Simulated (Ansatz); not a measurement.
`[SiH3][O][Sn][Cl]` from Hartree–Fock to CCSD(T)

```json
{"atom": "Si1", "x (Å)": "-0.122", "y (Å)": "0.747", "z (Å)": "-0.604"}
{"atom": "O2", "x (Å)": "-0.169", "y (Å)": "0.443", "z (Å)": "1.009"}
{"atom": "Sn3", "x (Å)": "0.070", "y (Å)": "-1.047", "z (Å)": "2.266"}
{"atom": "Cl4", "x (Å)": "0.555", "y (Å)": "-2.717", "z (Å)": "0.641"}
{"atom": "H5", "x (Å)": "-1.125", "y (Å)": "-0.075", "z (Å)": "-1.333"}
{"atom": "H6", "x (Å)": "-0.436", "y (Å)": "2.185", "z (Å)": "-0.817"}
{"atom": "H7", "x (Å)": "1.227", "y (Å)": "0.464", "z (Å)": "-1.162"}
```

Total charge 0; spin multiplicity 1. Correlated methods include outer-core shells of Sn, which these sets cover unevenly. Sn: def2 effective core potential. The geometry is a stationary point of PBE0-D4/def2-TZVP. It is one conformer, not always the lowest. Frozen core, restricted reference, Ansatz.

```
     basis      HF (Eh)  MP2 corr.
  def2-SVP  -1038.21458   -0.50358
def2-TZVPP  -1038.58830   -0.85428
def2-QZVPP  -1038.61683   -1.11642
```

Question: Estimate the CCSD correlation energy and the (T) correction in each basis where they were run (hartree).

Answer: 
```csv
basis,CCSD corr.,(T)
def2-SVP,-0.54546,-0.01420
def2-TZVPP,-0.87882,-0.03213
```
